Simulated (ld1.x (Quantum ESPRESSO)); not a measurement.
## Scattering properties, ultrasoft potential for Yb (Z = 70)

Yb, ultrasoft, made with ld1.x (Quantum ESPRESSO) 7.5 (PBEsol, scalar-relativistic). Core [Kr] 4d10, reference 4f14 5s2 5p6 5d0 6s2 6p0. Waves: 5s (bound): rcut 1.55, rcutus 1.70 bohr; 6s (bound): rcut 1.55, rcutus 1.70 bohr; 5p (bound): rcut 1.95, rcutus 3.34 bohr; 6p (bound, empty): rcut 1.95, rcutus 3.34 bohr; 5d (bound, empty): rcut 2.40, rcutus 3.20 bohr; 5d channel at 0.3 Ry: rcut 2.40, rcutus 3.20 bohr; 4f (bound): rcut 0.75, rcutus 0.95 bohr; 4f channel at 5.05 Ry: rcut 0.75, rcutus 0.95 bohr. Local part: all-electron potential smoothed inside 1.20 bohr (lloc = -1). Core correction: Bessel-smoothed model core inside 0.45 bohr. Augmentation charge: built from norm-conserving waves at rcut, not smoothed further.

The phase is arctan(r·u′/u) with u = r·R(r), unwrapped; energies in Ry, scanned from -6 to 5 Ry. A pole is an energy at which the radial function vanishes at the test radius. The pseudo phase is shifted by a multiple of π to meet the all-electron one at the reference energy, and phase errors are pseudo minus all-electron; the curves can meet again beyond the range given. Levels narrower than the energy grid can be missing from the lists of poles. n/a: not evaluated, since a narrow level or a reset projector energy made the automatic matching unsafe.

```
channel  radius (bohr)  reference energy (Ry)  poles, all-electron      poles, pseudo  unbroken range about the reference energy with phases within 0.05 rad  phase error 1 Ry above the reference energy (rad)
      s           3.65                  -0.29          -4.03, 0.68        -4.11, 1.01                                       not even at the reference energy                                             +0.075
      p           3.65                  -0.08          -2.00, 1.59  -2.08, 1.08, 2.56                                       not even at the reference energy                                             -0.024
      d           3.65                  -0.05           0.32, 3.32         0.24, 3.25                                       not even at the reference energy                                             -0.054
      f           3.65                  -0.22          -0.22, 2.35               2.28                                                                    n/a                                                n/a
```

A Bessel basis up to 400 Ry misses an occupied level by 1.24 Ry, so cutoffs and ghosts were not judged. The potential misses its own reference levels by up to 1.4 eV, so it is not fit for use.

Phases in the f channel:

```csv
E (Ry),all-electron,pseudo
-6.00,1.463,4.604
-5.74,1.461,4.602
-5.48,1.459,4.600
-5.22,1.456,4.597
-4.96,1.454,4.595
-4.70,1.451,4.592
-4.44,1.448,4.589
-4.18,1.444,4.585
-3.92,1.440,4.582
-3.66,1.437,4.577
-3.40,1.432,4.573
-3.14,1.427,4.568
-2.88,1.422,4.563
-2.62,1.416,4.557
-2.36,1.409,4.550
-2.10,1.402,4.542
-1.84,1.393,4.533
-1.58,1.382,4.522
-1.32,1.370,4.510
-1.06,1.355,4.494
-0.80,1.335,4.473
-0.54,1.308,4.443
-0.28,1.231,1.332
-0.02,-1.885,1.242
0.24,-1.959,1.165
0.50,-2.079,1.032
0.76,-2.335,0.732
1.02,-3.020,-0.069
1.28,-3.972,-0.940
1.54,-4.378,-1.280
1.80,-4.548,-1.430
2.06,-4.642,-1.517
2.32,-4.707,-1.579
2.58,-4.761,-1.633
2.84,-4.815,-1.689
3.10,-4.880,-1.762
3.36,-4.981,-1.882
3.62,-5.197,-2.174
3.88,-5.955,-3.233
4.14,-7.175,-4.180
4.40,-7.532,-4.436
4.66,-7.661,-4.542
4.92,-7.729,-4.601
```
